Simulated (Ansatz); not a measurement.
C2H8SSn, SMILES `CC[S][SnH3]`, relaxed with RKS PBE-D4/def2-SVP in Ansatz from a rough embedded geometry. The force threshold is 0.03 eV/Å; the program also tests the step.

The species carries charge 0 and has multiplicity 1. Sn: def2 effective core potential.

Start:

```xyz
12

C     0.799   -0.064    1.418
C    -0.583    0.256    1.083
S    -1.263   -1.031    0.031
Sn   -0.374   -0.218   -2.105
H     1.499   -0.085    0.525
H     0.924   -1.066    1.958
H     1.239    0.696    2.112
H    -0.644    1.217    0.545
H    -1.200    0.266    2.033
H    -1.045   -1.060   -3.392
H    -0.729    1.513   -2.163
H     1.377   -0.424   -2.046
```

How much energy does the relaxation release, and in how many steps? (Estimate.)

Ansatz gave: 0.27 eV, in 10 steps.

Which bonds change most? (An estimate is asked.)

The calculation gave: C1–C2 from 1.457 to 1.524 Å; C2–S3 from 1.796 to 1.849 Å; Sn4–H10 from 1.679 to 1.726 Å; C1–H6 from 1.145 to 1.108 Å.

Give the relaxed structure. (An estimate is asked.)

Computed: 
```xyz
12

C     0.854    0.035    1.439
C    -0.630    0.218    1.145
S    -1.342   -1.001   -0.049
Sn   -0.292   -0.263   -2.128
H     1.476    0.219    0.538
H     1.068   -0.995    1.787
H     1.188    0.747    2.223
H    -0.852    1.247    0.793
H    -1.236    0.061    2.062
H    -1.231   -0.962   -3.396
H    -0.363    1.469   -2.159
H     1.359   -0.775   -2.254
```
